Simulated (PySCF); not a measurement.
Work out the structure from these simulated measurements.

Formula: C4H10OSi.

| Quantity | Value |
| --- | --- |
| 1H NMR | chemical shifts (computed TMS as zero) by class: 6.65 (1 H), 5.36 (1 H), 5.34 (1 H), 4.90 (3 H), 3.81 (2 H), 2.31 (2 H) ppm [GIAO PBE0/pcSseg-1] |
| Dipole | 0.97 D [B3LYP/def2-SVPD] |
| UV, strongest line | among the 8 lowest singlet transitions: S5 at 7.32 eV (169 nm, f = 0.126) [TDDFT B3LYP/def2-SVPD] |
| 13C NMR | chemical shifts (computed TMS as zero) by class: 146.6 (1 C), 120.9 (1 C), 69.6 (1 C), 43.4 (1 C) ppm [GIAO PBE0/pcSseg-1] |
| Triplet | lowest triplet excitation (Tamm–Dancoff): 4.56 eV [TDA B3LYP/def2-SVPD] |
| NMR, other nuclei | isotropic shieldings of nuclei other than C and H, by class: 321 (1 O), 387 (1 Si) ppm [GIAO PBE0/pcSseg-1] |
| Rotational structure | rotational constants A, B, C: 8.332, 1.142, 1.065 GHz [GFN2-xTB] |

Electronic properties: PySCF, gas phase, density fitting. Levels stand in brackets. Geometry: GFN2-xTB, one conformer, isolated molecule. NMR values are class means; diastereotopic atoms form classes of their own.

Question: Propose a structure and show how it fits.

Answer: Numbering: `[CH2:1]=[CH:2][CH2:3][CH2:4][O:5][SiH3:6]`. Its formula, C4H10OSi, gives 1 degree of unsaturation: 0 rings and 1 π bond in the structure found. 4 carbons fall into 4 classes; from least to most shielded: alkene CH carbon [C2] (146.6 ppm), terminal =CH2 carbon [C1] (120.9 ppm), sp3 carbon bound to oxygen [C4] (69.6 ppm), allylic carbon [C3] (43.4 ppm). Hydrogen classes from least to most shielded: 1 H on an alkene CH carbon, C2 (6.65 ppm), 1 H on a terminal =CH2 carbon, C1 (5.36 ppm), 1 H on a terminal =CH2 carbon, C1 (5.34 ppm), 3 H on an oxygen-bound silicon, Si6 (4.90 ppm), 2 H on an sp3 carbon bound to oxygen, C4 (3.81 ppm), 2 H on an allylic carbon, C3 (2.31 ppm, a mean of values up to 0.8 ppm apart in this geometry). The other shieldings belong to: 321 ppm, silyl ether oxygen [O5]; 387 ppm, oxygen-bound silicon [Si6]. The optimised geometry has point group C1 and is an asymmetric top. Structure: `C=CCCO[SiH3]`. Computed isomers that give other values at the same levels: `CO[C@@H]1C[Si@H]1C` (13C chemical shifts (computed TMS as zero) by class: 67.5 (1 C), 63.9 (1 C), 7.0 (1 C), -8.2 (1 C) ppm); `C=C[C@@H](C)[SiH2]O` (13C chemical shifts (computed TMS as zero) by class: 152.3 (1 C), 117.0 (1 C), 33.6 (1 C), 14.3 (1 C) ppm); `C[Si@@H]1CCCO1` (13C chemical shifts (computed TMS as zero) by class: 71.7 (1 C), 29.0 (1 C), 12.4 (1 C), -0.7 (1 C) ppm). The assignments are read from this structure; whether some other isomer fits the data as well wasn't checked.

Conformer computed: `[CH2:1]=[CH:2][CH2:3][CH2:4][O:5][SiH3:6]`: C1–C2–C3–C4 -123°, C2–C3–C4–O5 -66°, C3–C4–O5–Si6 177°.
